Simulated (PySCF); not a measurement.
Isomers of C4H13OPSi2.

All values: PBE0/pcSseg-1 (PySCF) at GFN2-xTB geometries, gas phase, one conformer each.

(1) Rank by the highest IAO charge on any atom, highest value first.
A. `[CH3:1][C@@H:2]1[CH2:3][Si@@:4]([CH3:5])([PH2:6])[O:7][SiH2:8]1` with C3–Si4–P6–H -73° and 20°, C1–C2–C3–Si4 -161°, C2–C3–Si4–C5 141°, C3–Si4–O7–Si8 -7°, Si4–O7–Si8–C2 -11°
B. `[O:1]=[C:2]([CH2:3][CH2:4][SiH3:5])[CH2:6][SiH2:7][PH2:8]` with O1–C2–C3–C4 28°, C2–C3–C4–Si5 -45°, O1–C2–C6–Si7 -84°, C2–C6–Si7–P8 -166°, C6–Si7–P8–H -77° and -171°
C. `[CH2:1]=[C:2]([CH3:3])[Si@@:4]([CH3:5])([PH2:6])[O:7][SiH3:8]` with C1–C2–Si4–C5 119°, C2–Si4–P6–H -53° and 40°, C2–Si4–O7–Si8 94°

(2) Rank by dipole moment, highest first.
A. `[CH3:1][C@@H:2]1[CH2:3][Si@@:4]([CH3:5])([PH2:6])[O:7][SiH2:8]1` with C3–Si4–P6–H -73° and 20°, C1–C2–C3–Si4 -161°, C2–C3–Si4–C5 141°, C3–Si4–O7–Si8 -7°, Si4–O7–Si8–C2 -11°
B. `[CH2:1]=[C:2]([CH3:3])[Si@@:4]([CH3:5])([PH2:6])[O:7][SiH3:8]` with C1–C2–Si4–C5 119°, C2–Si4–P6–H -53° and 40°, C2–Si4–O7–Si8 94°
C. `[O:1]=[C:2]([CH2:3][CH2:4][SiH3:5])[CH2:6][SiH2:7][PH2:8]` with O1–C2–C3–C4 28°, C2–C3–C4–Si5 -45°, O1–C2–C6–Si7 -84°, C2–C6–Si7–P8 -166°, C6–Si7–P8–H -77° and -171°

(3) Rank by the lowest IAO charge on any atom, lowest value first.
A. `[O:1]=[C:2]([CH2:3][CH2:4][SiH3:5])[CH2:6][SiH2:7][PH2:8]` with O1–C2–C3–C4 28°, C2–C3–C4–Si5 -45°, O1–C2–C6–Si7 -84°, C2–C6–Si7–P8 -166°, C6–Si7–P8–H -77° and -171°
B. `[CH3:1][C@@H:2]1[CH2:3][Si@@:4]([CH3:5])([PH2:6])[O:7][SiH2:8]1` with C3–Si4–P6–H -73° and 20°, C1–C2–C3–Si4 -161°, C2–C3–Si4–C5 141°, C3–Si4–O7–Si8 -7°, Si4–O7–Si8–C2 -11°
C. `[CH3:1][C:2](=[O:3])[CH2:4][P:5]([SiH3:6])[CH2:7][SiH3:8]` with C1–C2–C4–P5 118°, C2–C4–P5–Si6 59°, C4–P5–C7–Si8 174°

Results:

(1) C (+1.105 e), A (+1.087 e), B (+0.618 e).

(2) C (3.43 D), A (2.50 D), B (1.61 D).

(3) B (-0.887 e), C (-0.712 e), A (-0.574 e).

All values together:

| SMILES | μ (D) | HOMO (eV) | LUMO (eV) | lowest IAO charge (e) | highest IAO charge (e) | lowest Hirshfeld charge (e) | highest Hirshfeld charge (e) |
| --- | --- | --- | --- | --- | --- | --- | --- |
| C[C@@H]1C[Si@@](C)(P)O[SiH2]1 | 2.50 | -7.17 | 0.36 | -0.887 (O) | +1.087 (Si) | -0.320 (O) | +0.402 (Si) |
| O=C(CC[SiH3])C[SiH2]P | 3.43 | -7.45 | -0.94 | -0.574 (C) | +0.618 (Si) | -0.179 (O) | +0.301 (Si) |
| CC(=O)CP([SiH3])C[SiH3] | 3.29 | -6.75 | -1.04 | -0.712 (C) | +0.606 (Si) | -0.200 (C) | +0.308 (Si) |
| C=C(C)[Si@@](C)(P)O[SiH3] | 1.61 | -7.06 | -0.13 | -0.881 (O) | +1.105 (Si) | -0.299 (O) | +0.399 (Si) |

Conformers: `[CH3:1][C@@H:2]1[CH2:3][Si@@:4]([CH3:5])([PH2:6])[O:7][SiH2:8]1` with C3–Si4–P6–H -73° and 20°, C1–C2–C3–Si4 -161°, C2–C3–Si4–C5 141°, C3–Si4–O7–Si8 -7°, Si4–O7–Si8–C2 -11°; `[O:1]=[C:2]([CH2:3][CH2:4][SiH3:5])[CH2:6][SiH2:7][PH2:8]` with O1–C2–C3–C4 28°, C2–C3–C4–Si5 -45°, O1–C2–C6–Si7 -84°, C2–C6–Si7–P8 -166°, C6–Si7–P8–H -77° and -171°; `[CH3:1][C:2](=[O:3])[CH2:4][P:5]([SiH3:6])[CH2:7][SiH3:8]` with C1–C2–C4–P5 118°, C2–C4–P5–Si6 59°, C4–P5–C7–Si8 174°; `[CH2:1]=[C:2]([CH3:3])[Si@@:4]([CH3:5])([PH2:6])[O:7][SiH3:8]` with C1–C2–Si4–C5 119°, C2–Si4–P6–H -53° and 40°, C2–Si4–O7–Si8 94°.
